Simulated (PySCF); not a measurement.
Simulation results for BH5NSi, BFH5NSi

Calculation on a computer-drawn molecule: the log of a Hartree-Fock and frozen-core CCSD(T) single point meant for a local Hartree-Fock minimum, with one planted fault or none, to be diagnosed. Offsets are logged minus clean, where the clean run is the same molecule without the fault. The reference is restricted for singlets and unrestricted otherwise, and also for a bond in bohr or an excited solution. Adding or removing an electron swaps singlet and doublet. The excited solution moves the top pair (singlet) or top alpha electron (doublet) to the lowest empty orbital. Highest occupied and lowest empty are orbital energies over both spins, largest force is the largest gradient component, triples share is (T) over the correlation energy, the T1 limit is 0.02 restricted and 0.045 unrestricted, electrons count all cores, a negative frequency is imaginary (commonest isotopes), and the dipole is about the centre of nuclear charge. Program: PySCF 2.14.0.

Common to all runs: meant multiplicity 1; logged SCF converged yes; logged CC converged yes; logged SCF stable within its kind yes; possible faults no fault, one electron removed, one electron added, multiplicity raised by two, geometry at a saddle point, SCF held on an excited solution, minimal basis STO-3G, one bond length entered in bohr, all coordinates scaled.

(1) BH5NSi

Logged structure:
```xyz
8
BH5NSi
N      1.5244     0.0939     0.0000
B      0.2356    -0.5501     0.0000
Si    -1.5128     0.2908     0.0000
H      2.3780    -0.4158     0.0000
H      1.6413     1.0818     0.0000
H      0.2799    -1.7637     0.0000
H     -2.7731    -0.4966     0.0000
H     -1.7734     1.7598     0.0000
```

| Property | Result |
| --- | --- |
| meant charge | -1 |
| meant basis | aug-cc-pV(D+d)Z |
| logged electrons | 32 |
| logged basis functions | 123 |
| logged spin squared | 0 |
| logged highest occupied | -0.61693 eV |
| logged lowest empty | 3.6366 eV |
| logged largest force | 4.981e-05 hartree/bohr |
| logged lowest frequency | -493.37 cm⁻¹ |
| logged T1 diagnostic | 0.01637 |
| logged D1 diagnostic | 0.050706 |
| logged triples share | 0.036906 |
| logged dipole magnitude | 5.0005 debye |
| logged energy HF | -370.97146 hartree |
| logged energy CCSD(T) | -371.43071 hartree |
| planted fault | geometry at a saddle point |
| HF energy offset from clean run | 9.618 kcal/mol |
| CCSD(T) energy offset from clean run | 7.413 kcal/mol |

Drawn bonds:
```
atom  other atom  order
   1           2      1
   2           3      1
   1           4      1
   1           5      1
   2           6      1
   3           7      1
   3           8      1
```

(2) BH5NSi

Logged structure:
```xyz
8
BH5NSi
N     -0.0772     2.1605    -0.7387
B      1.1209     1.4737    -0.3898
Si     1.9866     0.0041    -1.5000
H     -0.6379     1.8836    -1.5143
H     -0.4145     2.9666    -0.2605
H      1.6721     1.9504     0.5911
H      2.3741    -1.0147    -0.4288
H     -0.3111    -1.3504    -2.6449
```

| Property | Result |
| --- | --- |
| meant charge | -1 |
| meant basis | aug-cc-pV(D+d)Z |
| logged electrons | 32 |
| logged basis functions | 123 |
| logged spin squared | 0.6321 |
| logged highest occupied | -1.7787 eV |
| logged lowest empty | 3.4298 eV |
| logged largest force | 0.01257 hartree/bohr |
| logged T1 diagnostic | 0.064107 |
| logged D1 diagnostic | 0.26624 |
| logged triples share | 0.039459 |
| logged dipole magnitude | 7.2822 debye |
| logged energy HF | -370.90519 hartree |
| logged energy CCSD(T) | -371.35962 hartree |
| planted fault | one bond length entered in bohr, row 7 of the drawn bonds |
| HF energy offset from clean run | 51.21 kcal/mol |
| CCSD(T) energy offset from clean run | 52.02 kcal/mol |

Drawn bonds:
```
atom  other atom  order
   1           2      1
   2           3      1
   1           4      1
   1           5      1
   2           6      1
   3           7      1
   3           8      1
```

Notes: T1 above single-reference limit.

(3) BFH5NSi

Logged structure:
```xyz
9
BFH5NSi
N     -0.8494    -1.4860    -1.7845
B      0.4188    -1.4427    -1.2244
Si     1.2609    -3.0995    -0.3941
F      2.3257    -2.4326     2.4132
H     -1.4292    -2.3000    -1.7931
H     -1.2810    -0.6905    -2.2098
H      1.0148    -0.3988    -1.2627
H      2.4159    -3.5993    -1.1742
H      0.2999    -4.2168    -0.2257
```

| Quantity | Value |
| --- | --- |
| meant charge | 0 |
| meant basis | cc-pV(D+d)Z |
| logged electrons | 40 |
| logged basis functions | 90 |
| logged spin squared | 0.9331 |
| logged highest occupied | -8.6393 eV |
| logged lowest empty | 1.5019 eV |
| logged largest force | 0.0058597 hartree/bohr |
| logged T1 diagnostic | 0.047897 |
| logged D1 diagnostic | 0.30923 |
| logged triples share | 0.025318 |
| logged dipole magnitude | 2.7529 debye |
| logged energy HF | -470.35873 hartree |
| logged energy CCSD(T) | -470.92504 hartree |
| planted fault | withheld |

Drawn bonds:
```
atom  other atom  order
   1           2      1
   2           3      1
   3           4      1
   1           5      1
   1           6      1
   2           7      1
   3           8      1
   3           9      1
```

Notes: T1 above single-reference limit.

To be estimated
1. Which fault was planted in the run of BFH5NSi (entry 3)?

Answers
1. one bond length entered in bohr, row 3 of the drawn bonds

Further results for BFH5NSi (entry 3):

| Item | Value |
| --- | --- |
| HF energy offset from clean run | 100.2 kcal/mol |
| CCSD(T) energy offset from clean run | 119.3 kcal/mol |
